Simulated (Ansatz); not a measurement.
`CC1C[SiH2]1` → `C1C[SiH2]1` + `[CH2]` (triplet) at 500 K and 1 bar (formal loss of a carbene).

Calculated with Ansatz (gas phase, PBE0-D4/def2-TZVP geometries, no zero-point term in ΔE). CBS: MP2 limit from def2 TZ/QZ plus the TZ coupled-cluster correction, frozen cores. This one scheme is used for every species. Triplets are unrestricted, without spin–orbit coupling.

```tsv
species	CCSD(T)/CBS energy (Eh)	H − E (kJ/mol)	S (J/(mol·K))
`CC1C[SiH2]1`	-408.00872	298.4	364.8
`C1C[SiH2]1`	-368.74760	214.7	313.1
`[CH2]` (triplet)	-39.09499	62.7	213.9
```

H − E and S are ideal-gas, rigid-rotor, harmonic terms from PBE0-D4/def2-TZVP, for one conformer and one mirror image of each species, with the whole ground term of open shells counted as degenerate. 1 Eh = 2625.50 kJ/mol, R = 8.31446 J/(mol·K).

**Question.** By hand: ΔE, ΔH, ΔS and ΔG.

**Answer.** ΔE = (-368.74760) + (-39.09499) − (-408.00872) = 0.16613 Eh = 436.2 kJ/mol. Δ(H − E) = 214.7 + 62.7 − 298.4 = -21.0, so ΔH = 415.2 kJ/mol. ΔS = 313.1 + 213.9 − 364.8 = 162.2 J/(mol·K). ΔG = 415.2 − 500 × (162.2)/1000 = 334.1 kJ/mol.

**Question.** By hand: the equilibrium constant, and the temperature at which ΔG would vanish if ΔH and ΔS stayed fixed.

**Answer.** log₁₀ K = −ΔG/(RT ln 10) = -34.9. ΔG = 0 at ΔH/ΔS = 2560 K, far beyond where these terms or the molecules hold.

The number of gas molecules changes by +1, which sets the sign of ΔS. A doubt of 5 kJ/mol in ΔE shifts log₁₀ K by 0.5 here. Other conformers and mirror images would add mixing entropy, several J/(mol·K) or more a flexible species. A triplet takes part, so the spin changes. These are equilibria of isolated gas molecules and say nothing of rates. Largest T1 diagnostic: 0.011 (customary marks: 0.02 for closed shells, 0.045 for open ones).
